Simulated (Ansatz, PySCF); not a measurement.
Cd(SiH3)(GeH3) (CdGeH₆Si), SMILES [SiH3][Cd][GeH3].

Geometry optimised at B3LYP-D3(BJ)/def2-SVP. The structure was generated by enumeration; whether it is a known compound was not checked. The def2 effective core potentials stand for the cores of Cd; spin–orbit coupling is left out.

Vertical ionisation energy (IE) and electron affinity (EA) in eV. Rows of orbital energies are one-electron estimates. Where ΔSCF, EOM or ADC give a negative EA the extra electron is unbound and the value depends on the basis.

| level | IE | EA |
|---|---|---|
| −ε(HOMO), −ε(LUMO), PBE0/def2-TZVPD (PySCF) | 6.70 | 1.34 |
| −ε(HOMO), −ε(LUMO), PBE/def2-TZVPD (PySCF) | 5.81 | 2.01 |
| ΔSCF, PBE0/def2-SVPD (Ansatz), final states of multiplicity 2 and 2 | 8.44 | -0.05 |
| ΔSCF, PBE/def2-SVPD (Ansatz), final states of multiplicity 2 and 2 | 8.31 | -0.04 |

Q: What vertical singlet–triplet gap does ΔSCF give with PBE0/def2-SVPD (Ansatz, a program for electronic structure) and with PBE/def2-SVPD (Ansatz)? (The exact figures need the calculation; the answer reports its results.)

A: 3.85 and 3.70 eV (triplet above singlet where positive).
